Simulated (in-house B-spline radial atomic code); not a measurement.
# Removing one electron from Tl LXX (Tl69+)

Closed shell [Ne] 3s2. Computed with an all-electron radial atomic-structure program (B-spline basis): Koopmans values of Dirac-Hartree-Fock plus a diagonal self-energy, in second order or with its direct term screened (direct RPA, with the hole-particle interaction, or full time-dependent Hartree-Fock), linearised in energy; no-pair Dirac-Coulomb Hamiltonian, finite nucleus. Shifts add to the Koopmans value (the ΔSCF shift is orbital relaxation alone); the final value takes TDHF screening with Breit and QED.

Command:
```bash
python run_mb.py task.json out
```
Settings (nuclear radius in fm, box in bohr, cutoff in hartree):
```
basis_form          2
Z                   81
core_configuration  [Ne] 3s2
rms_radius          5.4759
mass_number         205
speed_of_light      137.036
box_radius          2.034
lmax                7
intervals           55
virtual_cutoff      26244.0
```

Cost of the run: 3.7 s on 1 thread of Intel(R) Xeon(R) 6975P-C (shared host).

Energies in eV:

```csv
subshell,Koopmans,ΔSCF shift,second order,direct RPA,hole-particle,TDHF,Breit + QED,final
3s1/2,8746.24,-0.253,?,?,?,?,?,?
```

(1) What does the self-energy do to 3s1/2?

Results:

(1) It shifts the removal energy by 3.896 eV in second order, 3.081 with direct RPA, 3.583 with the hole-particle term and 3.785 with TDHF screening (quasi-particle weight 0.996); Breit and QED add -16.081 eV. The final value is 8733.95 eV, against 8730 ± 50 eV (NIST, tabulated theory).
